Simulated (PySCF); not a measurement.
SMILES C[Si](C)(C)[SiH2][SiH2]C#N, singlet, GFN2-xTB optimised geometry. Atoms within 1.6 Å of the plane z = 0.8 Å (x, y, z in Å): C1 (0.39, -0.56, 1.60), Si2 (1.00, 0.29, 0.00), C3 (2.91, 0.29, 0.00), C4 (0.38, 2.09, 0.00), C7 (-2.90, -0.09, -0.60), N8 (-3.32, 0.75, 0.05), H9 (0.68, -1.61, 1.64), H10 (-0.69, -0.51, 1.67), H13 (3.32, 0.81, 0.86), H14 (3.31, -0.73, 0.02), H16 (-0.70, 2.12, 0.06), H17 (0.77, 2.65, 0.85).

Computed with PBE/def2-SVP run with PySCF 2.14.0.

Map of the electrostatic potential (hartree/e), clipped to [-0.08, 0.12] on the plane z = 0.8 Å:

```
|--------------------===========|
|-------------------============|
|------------------=============|
|-----------------==============|
|----------------===============|
|-:::::::-------==++============|
|:::::::::-----==#@%+===========|
|::::::::::--===#@@@%+==========|
|:::.....::-=++*@@@@@+==========|
|::..   ..:-=*#%@@@@*+==========|
|:..     .:-=+*#@@@%*+==+++=====|
|:..   .:.::-=+*%@@@%*++%@%+====|
|:.. .+@*-::--=+#@@@@@#%@@@#+===|
|:...-@@@+---==*@@@@@@@@@@@%+===|
|::..-%@%=---=+#@@@@@@@@@@@*====|
|:::::=++=--=++#@@@@@@@@@@#+====|
|:::::-----==+*%@@@@@@#%@%*=====|
|-:::::---==++*%@@@@@#*+*#*+====|
|--------===+++*@@@%*++++**+====|
|--------=====++*##*++==+++=====|
|-------========+***+===========|
|-------========+++++===========|
|-------==========++============|
|------=========================|
|------=========================|
|------=========================|
|-----==========================|
|-----==========================|
|-----==========================|
|-----==========================|
|-----==========================|
```
Scale: ten equal steps from -0.078 (start of ' ') to 0.120 (end of '@'), in the order ' .:-=+*#%@'; x runs from -5.50 to 5.50, y from -5.50 (bottom) to 5.50 (top).
